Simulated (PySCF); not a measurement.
**B⁺ (boron, charge +1) across methods**

[He] 2s1 3s1, high-spin 3S determinant (an excited configuration). Computed with PySCF 2.14 in dyall-av3z, with scalar relativity by spin-free X2C-1e.

```tsv
method	E (hartree)	mean ε 1s β (eV)	mean ε 2s α (eV)	mean ε 3s α (eV)	Σ⟨r²⟩ (bohr²)	⟨S²⟩
wB97M-V	-23.7853	-213.27	-29.688	-8.830	27.57	2.000
LDA	-23.4798	-201.08	-25.940	-7.236	27.75	2.000
M06	-23.7790	-210.72	-27.004	-7.798	26.41	2.000
B97-3	-23.7724	-211.23	-27.581	-7.701	27.36	2.000
UHF	-23.70655	-231.51	-31.632	-8.814	29.20	2.000
r2SCANh	-23.7618	-208.85	-27.032	-7.419	28.18	2.000
PBE0	-23.7436	-210.33	-27.597	-7.774	27.71	2.000
r2SCAN	-23.7611	-206.28	-26.497	-7.246	28.16	2.000
PBE	-23.7358	-203.03	-26.137	-7.317	27.43	2.000
```

The outer electron is Rydberg-like, and this basis confines it to a smaller radius and binds it less than a complete one would.
